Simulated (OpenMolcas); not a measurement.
Co+.

```yaml
Program: OpenMolcas 26.06
Method: CASSCF
Basis: ANO-RCC-VQZP [7s6p4d3f2g1h]
Scalar_Hamiltonian: DKH2, point nucleus
Active_space: 8 electrons in 5 orbitals (3d)
State_averaging: 2S+1 = 3 even, 10 roots; 2S+1 = 1 even, 15 roots
Spin-orbit_coupling: RASSI with atomic mean-field integrals over the reference wave functions, term energies averaged over their components
```

Levels without dynamic correlation, in cm-1 above 3d8 3F4:

```
  Level      E
3d8 1D2  14487
3d8 3P2  17586
3d8 1G4  22487
3d8 1S0  54258
```

On this reference, SS-CASPT2, IPEA 0.25 Eh, imaginary shift 0.1 Eh (closed shells correlated: 3s 3p) puts 3d8 1D2 at 10640 cm-1.

Task: Estimate the other levels at that method by one scale factor, and say how well it serves.

Result: The factor is 10640 / 14487 = 0.734. Scaled values beside those that SS-CASPT2 gives:
```
  Level  Scaled  SS-CASPT2  Miss (%)
3d8 3P2   12908      13900      -7.1
3d8 1G4   16505      18920     -12.8
3d8 1S0   39825      42890      -7.1
```
For these levels the scaled values miss SS-CASPT2 by up to 12.8 %, as correlation changes each term by its own factor, spin-orbit parts do not scale and CASPT2 has its own spread within terms. This holds within one configuration; levels of others move differently, and the target method has errors of its own against measurement.

CASPT2 breaks the degeneracy within a term, and the mean is taken; among the terms shown or strongly mixed into the levels shown the widest spread is 1200 cm-1 (3d8 3F, SS-CASPT2). Without dynamic correlation excited terms often stand tens of per cent too high (terms of higher spin than the ground term too low), and those without a measured partner can miss by more than the paired ones (holds for CASSCF). Levels of configurations outside the active space are missing.
